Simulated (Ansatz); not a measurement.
Geometry optimisation, RKS BHLYP/def2-SVP (Ansatz 0.2.0).

input.yaml

```yaml
crystal:
  periodic: [false, false, false]
  atoms:
    - { symbol: C, position_ang: [-0.7181, -0.6314, 1.1541] }
    - { symbol: C, position_ang: [-0.0784, 0.3882, 0.1848] }
    - { symbol: Si, position_ang: [1.5185, -0.2614, -0.5351] }
    - { symbol: C, position_ang: [-0.9821, 0.7458, -0.9258] }
    - { symbol: S, position_ang: [-1.6153, 2.2886, -1.18] }
    - { symbol: H, position_ang: [-1.0389, -1.5067, 0.6383] }
    - { symbol: H, position_ang: [-0.0946, -0.8345, 1.996] }
    - { symbol: H, position_ang: [-1.6515, -0.1338, 1.5342] }
    - { symbol: H, position_ang: [0.1764, 1.313, 0.7969] }
    - { symbol: H, position_ang: [2.4818, -0.6107, 0.6071] }
    - { symbol: H, position_ang: [1.2656, -1.4812, -1.3032] }
    - { symbol: H, position_ang: [2.203, 0.7642, -1.3775] }
    - { symbol: H, position_ang: [-1.4458, -0.0749, -1.5749] }
basis:
  gaussian: { orbitals: def2-SVP }
hamiltonian:
  xc: { name: BHLYP }
relax:
  f_tol: 0.02
  max_steps: 50
```

Command:

```bash
$ ansatz run input.yaml --threads 2 --pin off --max-ram 3072MiB --backend cpu --events-out ev --progress --plain --runs-dir out
```

**Question.** Where does it end, and by what steps?

**Answer.** It converged. After 10 steps the energy has fallen by 0.400 eV; S5 moved furthest, 0.53 Å.

```tsv
step	energy less start (eV)	largest force component (eV/Å)	accepted
0	0.0000	2.525	yes
1	-0.1129	2.741	yes
2	-0.2274	2.381	yes
3	-0.3202	1.501	yes
4	-0.3451	0.614	yes
5	-0.3898	0.223	yes
6	-0.3975	0.067	yes
7	-0.3986	0.071	yes
8	-0.3987	0.107	yes
9	-0.3991	0.064	yes
10	-0.3998	0.010	yes
```

```xyz
13
Properties=species:S:1:pos:R:3
C -0.740 -0.638 1.166
C -0.133 0.405 0.223
Si 1.515 -0.212 -0.527
C -1.043 0.778 -0.886
S -1.229 2.241 -1.537
H -1.001 -1.558 0.633
H -0.042 -0.905 1.963
H -1.651 -0.258 1.636
H 0.138 1.313 0.771
H 2.412 -0.612 0.584
H 1.263 -1.390 -1.391
H 2.142 0.865 -1.321
H -1.612 -0.063 -1.299
```

Whether the end is a true minimum wasn't checked by a vibrational analysis.

Run time: 48 s on 2 threads of Arm Neoverse V1, with other jobs on the host, peak memory 0.28 GiB.
